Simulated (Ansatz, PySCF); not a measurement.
H$_{6}$BrN$_{3}$Si (SMILES N[Si](N)(N)Br), singlet, at a GFN2-xTB geometry, with bond 9-3 at 2.4 times its length. Base run: PySCF with CASSCF(6,5)/STO-3G.

Here is a job for PySCF.
```python
from pyscf import gto, scf, mcscf
import numpy

mol = gto.M(
    atom='''
N    -0.98466373   -1.54956684   -1.01677756
Si   -0.36213329    0.03147591   -0.76085608
N     0.90990856    0.45531353   -1.83556876
N    -1.57757550    1.23787061   -0.61926453
Br    0.58955849   -0.05124326    1.23868526
H    -1.55626701   -1.97226884   -0.30464118
H    -1.30441629   -1.82045396   -1.93008444
H     1.76896545   -0.06797927   -1.80852363
H     0.40173434    1.12377605   -4.09633907
H    -1.33309750    2.13763098   -0.24083710
H    -2.27172032    1.33676160   -1.33908014
''',
    basis='sto-3g',
    verbose=3,
)

mf = scf.RHF(mol)
mf.kernel()
mc = mcscf.CASSCF(mf, 5, 6)
mc.fix_spin_(ss=0.0)
mc.kernel()
occ = numpy.linalg.eigvalsh(mc.fcisolver.make_rdm1(mc.ci, mc.ncas, mc.nelecas))[::-1]
ss = mc.fcisolver.spin_square(mc.ci, mc.ncas, mc.nelecas)[0]
print('natural occupations', occ.round(4), ' <S^2>', round(ss, 4))
```

Programs used: Ansatz (a quantum-chemistry and plane-wave program), PySCF; a row that names a program was run with it.

Variants of this job, named by their change:

```
change                                                ΔE vs base (kcal/mol)                           natural occupations  <S^2> of the state        outcome
----------------------------------------------------  ---------------------  --------------------------------------------  ------------------  -------------
base                                                                  0.000                      2.00 1.98 1.20 0.80 0.02                0.00      converged
active space = 10 electrons, 9 orbitals                              -18.74  2.00 1.99 1.98 1.98 1.21 0.79 0.03 0.02 0.01                0.00      converged
active space = 4 electrons, 4 orbitals                                0.386                           1.98 1.20 0.80 0.02                0.00      converged
fix_spin_ = off                                                       0.000                      2.00 1.98 1.20 0.80 0.02                0.00      converged
active space = 6 electrons, 8 orbitals                                    -                                             -                   -  not converged
code = ansatz                                                         -6.73                                             -                   -      converged
code = ansatz; correction = SC-NEVPT2, all electrons                  -93.7                                             -                   -      converged
start = MP2 natural orbitals                                          -3.39                      2.00 1.98 1.21 0.79 0.02                0.00      converged
active space = 8 electrons, 9 orbitals                               -22.86  1.99 1.98 1.98 1.21 0.79 0.02 0.02 0.00 0.00                0.00      converged
orbitals = fixed (CASCI); correction = SC-NEVPT2                      -84.7                      2.00 2.00 1.32 0.68 0.00                0.00      converged
conv_tol = 1e-5                                                       0.016                      2.00 1.98 1.20 0.80 0.02                0.00      converged
```

Active orbitals are taken around the Fermi level unless the row says otherwise; CASSCF can end in different local minima, and two programs can end on different orbitals. State-averaged rows give the lowest state.
